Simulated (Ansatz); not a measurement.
Isolated molecules relaxed with PBE0-D4/def2-TZVP in Ansatz; ΔE leaves out vibrations. CCSD(T)/CBS is the MP2 limit (def2-TZVPP, def2-QZVPP) plus CCSD(T) − MP2 in def2-TZVPP, frozen cores. DFT in def2-TZVPP. def2 core potentials past Kr. For In outer-core shells are correlated without core-valence functions, which leaves a few kJ/mol of doubt a bond. Each species was taken in one conformer, which may not be the lowest.

Consider the redistribution: `O[Si@H]1O[C@H]1F` + `[SiH3][In]([Cl])[Cl]` → `F[C@H]1O[Si@H]1[SiH3]` + `[OH][In]([Cl])[Cl]`.

`O[Si@H]1O[C@H]1F`:

Cartesian coordinates in Å:
```
O 0.692 -0.806 -1.578
Si -0.116 -0.760 -0.174
O 0.596 -0.104 1.175
C -0.446 0.779 0.720
F 0.066 1.948 0.225
H 1.191 -0.026 -1.833
H -0.810 -2.046 -0.029
H -1.173 1.016 1.494
```

`[SiH3][In]([Cl])[Cl]`:

```xyz
7

Si    0.727   -0.197   -1.024
In   -0.747    0.194    1.024
Cl   -0.032   -0.074    3.223
Cl   -2.971    0.874    0.970
H     1.731    0.895   -1.078
H    -0.115   -0.186   -2.244
H     1.407   -1.507   -0.870
```

`F[C@H]1O[Si@H]1[SiH3]`:

Z-matrix (Å, degrees):
```
C
O 1 1.407
Si 1 1.829 2 61.6
F 1 1.362 2 112.8 3 114.1
H 1 1.089 2 114.1 3 -120.6
Si 3 2.329 1 120.6 2 98.3
H 3 1.485 1 120.1 2 -95.8
H 6 1.487 3 108.5 1 112.8
H 6 1.482 3 109.0 1 -7.4
H 6 1.486 3 109.7 1 -128.2
```

`[OH][In]([Cl])[Cl]`:

Z-matrix (Å, degrees):
```
In
O 1 1.961
Cl 1 2.290 2 119.8
Cl 1 2.307 2 119.6 3 180.0
H 2 0.962 1 111.7 3 180.0
```

| level | ΔE (kJ/mol) |
| --- | --- |
| ωB97X-V | 136.4 |
| r2SCAN | 136.6 |

Question: What does CCSD(T)/CBS give? (Best estimate.)

Answer: The calculation gave: +136.1 kJ/mol. The listed levels differ from it by 0.3, 0.5 kJ/mol.

Largest T1 diagnostic among the species: 0.016.

In def2-TZVPP, CCSD(T) changes the Hartree–Fock value by −18.2 kJ/mol (the triples alone add −5.3 kJ/mol) and MP2 by −10.5 kJ/mol. From PBE to PBE0 (25 % exact exchange), in def2-TZVPP and without D4, ΔE moves by +10.9 kJ/mol.
